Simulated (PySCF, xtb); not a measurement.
Ge(OH)3(NH2) (GeH₅NO₃), SMILES [NH2][Ge]([OH])([OH])[OH].

GFN2-xTB in xtb 6.7.1 at its own geometry gives an orbital gap of 6.87 eV and a dipole moment of 0.68 D.

The structure is a stationary point at ωB97X-D3(BJ)/def2-SVP. This is a generated structure with no PubChem entry under its InChIKey; it may be hypothetical. The values are those of a single conformer.

Problem. What does PySCF with CAM-B3LYP/def2-TZVP give? (An estimate is asked for; the answer gives what the named calculation found.)

Solution. gap 10.20 eV (levels -9.39 and 0.82 eV), dipole 0.80 D.
